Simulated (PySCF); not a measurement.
# Worked example: oscillator strength and radiative lifetime

C4H7NSi, SMILES C(/[SiH3])=C(\C)C#N.

Geometry optimised at B3LYP-D3(BJ)/def2-SVP. A frequency run showed that this geometry is not a minimum. The structure was generated by enumeration; whether it is a known compound was not checked.

PySCF with TDDFT-LC-ωPBE/def2-SVPD puts the first singlet state with f over 0.02 at 6.06 eV (vertical), with the transition dipole (-0.958, -0.575, -1.072) in atomic units.

Task: Find the oscillator strength, the wavelength and the radiative lifetime that this transition would have in vacuum if emission retraced absorption.

Result: 
|μ|² = 2.3976 au, so |μ| = 3.94 D. ΔE = 6.06/27.211 = 0.2227 hartree. f = (2/3) ΔE |μ|² = 0.356 (the program prints 0.356).
λ = 1239.84/6.06 = 205 nm; ν = 48877 cm⁻¹.
Einstein's coefficient A = 0.6670 ν² f s⁻¹ (ν in cm⁻¹) = 5.7e8 s⁻¹, so τ = 1/A = 1.8 ns. This state is S1. The figure is the radiative limit of this one transition; relaxation, internal conversion, crossing to triplets and a medium change what is measured.
